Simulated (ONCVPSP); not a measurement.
# Before and after: ONCV potential for Ti

ONCVPSP 4.0.1 input, shortened (lines: element, Z, core and valence counts, functional; n l f; lmax; l rc ep ncon nbas qcut; lloc lpopt rc5 dvloc0; l nproj debl; icmod fcfact rcfact), PBE, scalar-relativistic:

```
  Ti 22.00    3    4        4      upf
    1    0    2.00
    2    0    2.00
    2    1    6.00
    3    0    2.00
    3    1    6.00
    3    2    2.00
    4    0    2.00
    2
    0    1.80    0.00    5    8    5.40
    1    1.60    0.00    5    8    6.70
    2    1.65    0.00    3    8   10.70
    4    5    1.15    0.00
    0    3    3.30
    1    2    2.70
    2    2    0.70
    2    0.50    0.65
```

All-electron outer shells of the reference configuration (PBE, scalar-relativistic, ld1.x):

```csv
shell,level (eV),outermost node (bohr),outermost maximum (bohr)
2p,-444.26,–,0.22
3s,-62.63,0.40,0.87
3p,-38.86,0.37,0.90
4s,-4.47,1.24,2.92
3d,-4.26,–,0.98
```

Change: s: ncon 4, nbas 7.

Cutoffs: the cutoffs (Ha) at which the residual kinetic energy of the hardest occupied pseudo-wave falls to 1 and 0.1 mHa per electron; they do not see the model core or the augmentation charge, which bear on the density cutoff. Errors are all-electron minus pseudo energies relative to the spin-unpolarised reference configuration.

Predict the effect on cutoff, ghosts and configuration errors.

The potential gets neither clearly harder nor softer (37 Ha and 43 Ha → 37 Ha and 42 Ha); the d channel sets the loose cutoff, while the largest relative change is in s, which becomes softer; of the 4 tests that both files solve, the error grows in 1 and shrinks in 0 by more than 15 % and 0.3 meV (median size 13.0 → 13.2 meV); neither file shows a bound ghost.

```tsv
quantity	base	changed
cutoff, loose	37 Ha	37 Ha
cutoff, tight	43 Ha	42 Ha
loose cutoff by channel	s 13 Ha, p 19 Ha, d 37 Ha	s 7.3 Ha, p 19 Ha, d 37 Ha
bound ghosts	none	none
GHOST(+) flags under 300 eV	none	none
error for 3s2 3p6 3d2 4s1, meV [ΔE 7.35 eV]	-0.5	-0.5
error for 3s2 3p6 3d2 4s0, meV [ΔE 20.92 eV]	-2.6	-3.0
error for 3s2 3p6 3d1 4s0, meV [ΔE 47.87 eV]	+23	+24
error for 3s2 3p6 3d1 4s2, meV [ΔE 9.74 eV]	+29	+30
s: phases at 1.83 bohr within 0.05 rad from the reference energy up to (Ha; the scan ends near 5)	to the end of the scan	to the end of the scan
p: phases at 1.62 bohr within 0.05 rad from the reference energy up to (Ha; the scan ends near 5)	to the end of the scan	to the end of the scan
d: phases at 1.68 bohr within 0.05 rad from the reference energy up to (Ha; the scan ends near 5)	to the end of the scan	to the end of the scan
rms error of d²Exc/dni dnj with the model core, mHa	1.44	1.46
```
